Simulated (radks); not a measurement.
Coulomb parameter of the 5d shell of the osmium ion Os3+ in the model configuration [Xe] 4f14 5d3.5 6s1.5, as a second difference U = [E(n + 0.25) + E(n - 0.25) - 2 E(n)] / (0.25)^2 with all orbitals relaxed. "Bare": the charge of the atom changes with n. "Screened": the 6s shell takes up the change at fixed total charge, which measures U(5d,5d) + U(6s,6s) - 2 U(5d,6s). Method: scalar-relativistic Kohn-Sham, r2SCAN, spin-unpolarised, spherical densities, finite nucleus; meta-GGA in the generalised Kohn-Sham scheme; Fermi nuclear charge, rms radius 5.4126 fm; computed with a radial shooting solver on a logarithmic mesh with Libxc functionals.

\begin{tabular}{lrr}
case & configuration & E - E(n) (eV) \\ \hline
start & [Xe] 4f14 5d3.5 6s1.5 & 0.000 \\
bare +0.25 & [Xe] 4f14 5d3.75 6s1.5 & -9.366 \\
bare -0.25 & [Xe] 4f14 5d3.25 6s1.5 & 10.178 \\
screened +0.25 & [Xe] 4f14 5d3.75 6s1.25 & -1.604 \\
screened -0.25 & [Xe] 4f14 5d3.25 6s1.75 & 1.654 \\
\end{tabular}

U(bare) = 12.997 eV, U(screened by 6s) = 0.810 eV, against the Slater integral F0(5d,5d) = 15.833 eV with frozen orbitals.
